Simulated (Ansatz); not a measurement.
`CO[SiH]([SiH3])S` → `CO[SiH2]S` + `[SiH2]`  (silylene loss)

Isolated molecules relaxed with PBE0-D4/def2-TZVP in Ansatz; ΔE leaves out vibrations. CCSD(T)/CBS adds triple-zeta CCSD(T) − MP2 to the extrapolated MP2 energy (def2 sets, frozen cores). This one scheme is used for every species. DFT in def2-TZVPP. B3LYP here is the variant with VWN-RPA as its local correlation; programs differ in this. HSE06 is defined as in plane-wave codes. Each species was taken in one conformer, which may not be the lowest.

`CO[SiH]([SiH3])S`:

```xyz
13

C    -1.272    0.906    1.759
O    -0.529   -0.037    1.015
Si   -0.206    0.125   -0.586
Si    1.041   -1.753   -1.191
S     0.858    1.922   -1.061
H    -2.281    1.028    1.348
H    -0.776    1.881    1.767
H    -1.353    0.540    2.783
H    -1.466    0.304   -1.361
H     1.210   -1.770   -2.668
H     2.383   -1.662   -0.555
H     0.382   -3.014   -0.759
H     2.009    1.529   -0.491
```

`CO[SiH2]S`:

Cartesian coordinates in Å:
```
C 0.914 0.664 -1.240
O -0.190 -0.039 -0.715
Si -0.236 -0.583 0.830
S -2.178 -1.303 1.281
H 0.631 1.062 -2.216
H 1.207 1.500 -0.594
H 1.779 0.004 -1.372
H 0.156 0.528 1.738
H 0.664 -1.747 1.034
H -2.746 -0.085 1.254
```

`[SiH2]`:

Z-matrix (Å, degrees):
```
Si
H 1 1.525
H 1 1.525 2 91.2
```

```tsv
level	ΔE (eV)	difference from CCSD(T)/CBS
LDA (SPW92)	2.95	0.42
PBE-D4	2.71	0.18
revPBE-D4	2.65	0.12
BLYP-D4	2.45	-0.08
r2SCAN-D4	2.78	0.25
B97M-V	2.53	0.00
PBE0-D4	2.75	0.22
B3LYP-D4	2.52	-0.01
r2SCANh-D4	2.78	0.25
r2SCAN0-D4	2.77	0.24
HSE06-D4	2.74	0.21
BHLYP-D4	2.57	0.04
ωB97X-V	2.64	0.11
ωB97M-V	2.45	-0.08
B2PLYP	2.45	-0.08
PBE	2.60	0.07
revPBE	2.44	-0.09
BLYP	2.24	-0.29
r2SCAN	2.75	0.22
PBE0	2.65	0.12
B3LYP	2.35	-0.18
r2SCANh	2.74	0.21
r2SCAN0	2.74	0.21
HSE06	2.65	0.12
BHLYP	2.41	-0.12
CAM-B3LYP	2.45	-0.08
LC-ωPBE	2.72	0.19
RPA@PBE/def2-TZVPP	2.25	-0.28
MP2/def2-SVP	2.53	0.00
CCSD/def2-SVP	2.30	-0.23
CCSD(T)/def2-SVP	2.35	-0.18
HF/def2-TZVPP	2.20	-0.33
MP2/def2-TZVPP	2.61	0.08
SCS-MP2/def2-TZVPP	2.47	-0.06
CCSD(T)/def2-TZVPP	2.45	-0.08
MP2/def2-QZVPP	2.65	0.12
SCS-MP2/def2-QZVPP	2.51	-0.02
HF/CBS(def2)	2.20	-0.33
MP2/CBS(def2)	2.69	0.16
CCSD/CBS(def2)	2.46	-0.07
CCSD(T)/CBS	2.53	0
```

Largest T1 diagnostic among the species: 0.014.

At CCSD(T), def2-SVP lies −0.17 eV from the extrapolated value and def2-TZVPP −0.08 eV. From PBE to PBE0 (25 % exact exchange), in def2-TZVPP and without D4, ΔE moves by +0.05 eV.
